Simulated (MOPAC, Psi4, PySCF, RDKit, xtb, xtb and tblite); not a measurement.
Two geometries of SMILES CC(=O)c1ccccc1 (C₈H₈O), relaxed at GFN2-xTB with one dihedral held; other torsions can differ between them too.

Structure A

```
17

C     -2.6078     0.4663    -0.3461
C     -1.6831    -0.5528     0.2748
O     -2.1032    -1.5590     0.8003
C     -0.2270    -0.2622     0.2096
C      0.6574    -1.3289     0.3706
C      2.0223    -1.1281     0.3065
C      2.5229     0.1455     0.0892
C      1.6533     1.2136    -0.0635
C      0.2860     1.0146    -0.0111
H     -3.6108     0.0519    -0.4071
H     -2.2611     0.7471    -1.3374
H     -2.6368     1.3570     0.2793
H      0.2470    -2.3126     0.5443
H      2.6975    -1.9622     0.4270
H      3.5897     0.3074     0.0409
H      2.0444     2.2073    -0.2261
H     -0.3759     1.8594    -0.1244
```

Structure B

```
17

C      2.6153     0.4749    -0.3317
C      1.6829    -0.5584     0.2532
O      2.1032    -1.5796     0.7503
C      0.2258    -0.2696     0.1942
C     -0.6454    -1.2179     0.7327
C     -2.0110    -1.0151     0.7124
C     -2.5278     0.1420     0.1518
C     -1.6729     1.0907    -0.3862
C     -0.3048     0.8908    -0.3675
H      3.6413     0.1341    -0.2189
H      2.3987     0.6199    -1.3878
H      2.4933     1.4246     0.1846
H     -0.2216    -2.1124     1.1645
H     -2.6742    -1.7566     1.1325
H     -3.5953     0.3056     0.1336
H     -2.0764     1.9926    -0.8231
H      0.3415     1.6430    -0.7921
```

Problem. Which is lower in energy at the level Psi4 with B3LYP-D3(BJ)/def2-SVP // GFN2-xTB, and by how much?

Solution. B is lower, by 0.84 kcal/mol (dihedral O3–C2–C4–C5: 20° in A, 0° in B).

E(B) − E(A) in kcal/mol at the other levels, on the same two geometries: GFN2-xTB (xtb and tblite) -0.14; MMFF94 // GFN2-xTB (RDKit) -0.31; B3LYP/def2-SVP // GFN2-xTB (Psi4) -0.84; PBE/def2-SVP // GFN2-xTB (Psi4) -0.87; PBE-D3(BJ)/def2-SVP // GFN2-xTB (Psi4) -0.87; UFF // GFN2-xTB (RDKit) -0.31; PM6, restricted, heats of formation // GFN2-xTB (MOPAC) -0.03; PM3, restricted, heats of formation // GFN2-xTB (MOPAC) 0.24; GFN1-xTB // GFN2-xTB (xtb) -0.24; restricted B3LYP/6-31G*, spherical d, density fitting // GFN2-xTB (PySCF) -0.79; restricted MP2 (frozen core)/3-21G // GFN2-xTB (PySCF) -1.08; restricted Hartree-Fock/LANL2DZ, density fitting // GFN2-xTB (PySCF) -0.70; restricted B3LYP/3-21G, density fitting // GFN2-xTB (PySCF) -1.28.
